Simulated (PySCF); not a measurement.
## Stationary points of SbF₄⁻

Level of theory: PBE0/[Sb def2-SVPD with ECP28, F def2-SVPD], scalar-relativistic core potentials, density fitting, no spin–orbit coupling, PySCF.

Relaxations began from a few typed shapes. The search is not exhaustive: other isomers or separated fragments can lie lower, and high-lying points may rest on an excited occupation.

(1) Order these stationary points by electronic energy, lowest first, in kJ/mol from the lowest minimum.
A. singlet C2v: Sb–F 1.965 Å (×2), Sb–F 2.057 Å (×2); F–Sb–F 85.6° (×4), F–Sb–F 98.0°, F–Sb–F 166.5°
B. singlet Td: Sb–F 2.091 Å (×4); F–Sb–F 109.5° (×6)

(2) Which of them are minima?

Answers

(1) A (0.0), B (88.1).

(2) By energy in kJ/mol, 0.0: minimum; 88.1: saddle point, 3 imaginary modes.

Counting electrons, antimony keeps 2 of its valence electrons outside its bonds, so the VSEPR class is AX4E1 and the expected shape is see-saw (C2v), as computed.

For the lowest minimum: the lowest empty level of this anion is unbound, so it and the gap depend on the basis.
